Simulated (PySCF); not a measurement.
H₂: from constants to spectrum

RHF-CCSD(T) constants of H₂, singlet, closed shell (basis H aug-pcseg-1; no relativity; PySCF 2.14; masses 1.0078 and 1.0078 u):

* ωe: 4427.5 cm⁻¹
* ωexe: 123.0 cm⁻¹
* Be: 59.017 cm⁻¹
* αe: 2.89 cm⁻¹
* D (centrifugal): 0.0419 cm⁻¹
* De to H + H: 4.55 eV

Task: Give the vibrational terms G(v) and spacings up to v = 4.

Result: G(v) = ωe(v+½) − ωexe(v+½)².

```
v  G(v) (cm⁻¹)  G(v) − G(v−1)  Bv (cm⁻¹)
0         2183                     57.57
1         6364           4182      54.68
2        10300           3936      51.79
3        13990           3690      48.90
4        17433           3444      46.01
```

Task: How well does the Morse estimate ωe²/(4ωexe) reproduce De, and what is D0?

Result: It gives 4.94 eV, 109 % of the computed De. D0 = De − G(0) = 4.55 − 0.27 = 4.28 eV.

Correlated steps freeze no core orbitals. Correlated levels converge slowly with the basis: in double zeta they bind strong bonds too weakly, by up to about 1 eV, and carry superposition errors of some tenths. Where the molecule has an RHF reference, its open-shell atoms are computed with UHF.
